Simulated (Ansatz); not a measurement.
CH5FSSiSn (`F[SiH2][SnH]1[CH2][S]1`) from Hartree–Fock to CCSD(T)

Cartesian coordinates in Å:
```
F -0.636 -1.401 -2.704
Si 0.483 -1.058 -1.608
Sn -0.586 -0.443 0.616
C -0.333 1.573 1.258
S 1.144 0.686 1.849
H 1.359 -2.246 -1.472
H 1.252 0.124 -2.064
H -1.527 -1.462 1.593
H -0.149 2.318 0.490
H -1.007 1.909 2.041
```

Charge 0, multiplicity 1. Correlated methods include outer-core shells of Sn, which these sets cover unevenly. Sn: def2 effective core potential. The structure was optimised at the PBE0-D4/def2-TZVP level. It is one conformer, not always the lowest. Frozen core, restricted reference, Ansatz 0.2.0.

```json
{"basis": "def2-SVP", "HF (Eh)": "-1039.71738", "MP2 corr.": "-0.65908"}
{"basis": "def2-TZVPP", "HF (Eh)": "-1040.15254", "MP2 corr.": "-1.04509"}
{"basis": "def2-QZVPP", "HF (Eh)": "-1040.18140", "MP2 corr.": "-1.31922"}
```

Q: Estimate the CCSD correlation energy and the (T) correction in each basis where they were run (hartree).

A: 
```tsv
basis	CCSD corr.	(T)
def2-SVP	-0.71096	-0.02155
def2-TZVPP	-1.07645	-0.04220
```
